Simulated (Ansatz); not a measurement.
HClOSi, SMILES `O[Si]Cl` (excited triplet; H–O–Si–Cl torsion 91°) (charge 0, multiplicity 3). This triplet is an excited state, 2.64 eV above the relaxed singlet at the level frozen-core CCSD(T)/cc-pVTZ // PBE0-D3(BJ)/def2-TZVP (Ansatz, a program for electronic structure).

The numbers are results of frozen-core CCSD(T)/6-31g // PBE0-D3(BJ)/def2-TZVP (Ansatz), not measurements.

Ansatz 0.2 input:
```yaml
crystal:
  periodic: [false, false, false]
  atoms:
    - { symbol: O, position_ang: [-1.027182, 0.071718, 0.351709] }
    - { symbol: Si, position_ang: [0.377375, 0.719388, -0.221045] }
    - { symbol: Cl, position_ang: [2.139546, -0.280697, 0.127197] }
    - { symbol: H, position_ang: [-1.489739, -0.510409, -0.25786] }
basis:
  gaussian: { orbitals: "6-31g" }
correlation:
  method: ccsd_t
magnetization:
  spin_polarized: true
  initial_magnetization: 2
```

Output:

```
Functional definition: HF
387 factors; integrals over basis functions are off by at most 2.3e-4 eV
mean field evaluation 1: about -22412.8348 eV, gradient 2.0e1 eV
mean field evaluation 2: about -22412.8428 eV, gradient 2.0e1 eV
mean field evaluation 4: about -22414.9538 eV, gradient 2.2e0 eV
mean field evaluation 8: about -22415.0563 eV, gradient 2.4e-1 eV
mean field evaluation 16: about -22414.2642 eV, gradient 1.3e1 eV
mean field evaluation 32: about -22411.0220 eV, gradient 8.1e-2 eV
mean field evaluation 64: about -22411.0327 eV, gradient 2.8e-2 eV
mean field evaluation 96: about -22409.1760 eV, gradient 1.9e1 eV
mean field -22415.05776833 eV, -823.7381795142 hartree, gradient 1.5e-6 eV, S^2 2.005294; 0 other end points of the search recorded, 0 dependent functions left out
11 core orbitals not correlated
reference -22415.05776833 eV, -823.7381795142 hartree; 10, 8 occupied and 16, 18 virtual orbitals, 387 factors
second order -5.25336975 eV of doubles, -0.00000000 eV of singles
cycle   1  -5.32863891 eV  change   -7.5e-2 eV  update   7.8e-2
cycle   2  -5.52473963 eV  change   -2.0e-1 eV  update   2.5e-2
cycle   3  -5.58748842 eV  change   -6.3e-2 eV  update   1.5e-2
cycle   4  -5.58998784 eV  change   -2.5e-3 eV  update   5.0e-3
cycle   5  -5.58828346 eV  change    1.7e-3 eV  update   2.5e-3
cycle   6  -5.58839070 eV  change   -1.1e-4 eV  update   9.7e-4
cycle   7  -5.58840800 eV  change   -1.7e-5 eV  update   3.7e-4
cycle   8  -5.58852641 eV  change   -1.2e-4 eV  update   1.4e-4
cycle   9  -5.58856778 eV  change   -4.1e-5 eV  update   6.0e-5
cycle  10  -5.58854249 eV  change    2.5e-5 eV  update   2.8e-5
cycle  11  -5.58854878 eV  change   -6.3e-6 eV  update   1.3e-5
perturbative correction -0.10486325 eV, -0.0038536535 hartree
Total energy: -22420.75118036 eV, -823.9474085472 hartree
```
